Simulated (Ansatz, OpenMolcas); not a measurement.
# WCl4O (SMILES O=[W](Cl)(Cl)(Cl)Cl): the vertical ionisation energy from total energies

WCl4O has 6 atoms, charge 0, and is taken as a singlet. As SMILES, `O=[W](Cl)(Cl)(Cl)Cl`. The coordinates come from a PBE0-D4/def2-TZVP relaxation.

Both states at this one shape; open shells run unrestricted unless said. 1 Eh = 27.2114 eV.

```tsv
level	program	singlet WCl4O (Eh)	doublet WCl4O+ (Eh)	HOMO of the first (eV)
TPSS/def2-SVP (core potential)	OpenMolcas	-1982.841056	-1982.455180	-7.78
r2SCAN/def2-SVP (core potential)	Ansatz	-1982.624087	-1982.229879	-8.03
```

Task: Work out the vertical ionisation energy at each level.

Result: 
1. TPSS/def2-SVP (core potential): -1982.455180 − (-1982.841056) = 0.385876 Eh = 10.50 eV; −ε(HOMO) = 7.78 eV.
2. r2SCAN/def2-SVP (core potential): -1982.229879 − (-1982.624087) = 0.394208 Eh = 10.73 eV; −ε(HOMO) = 8.03 eV.

No measured value is set beside it here; the levels span 10.50 to 10.73 eV. In semi-local functionals −ε(HOMO) lies far under the ionisation energy, a result of self-interaction. Spin-orbit coupling is left out.
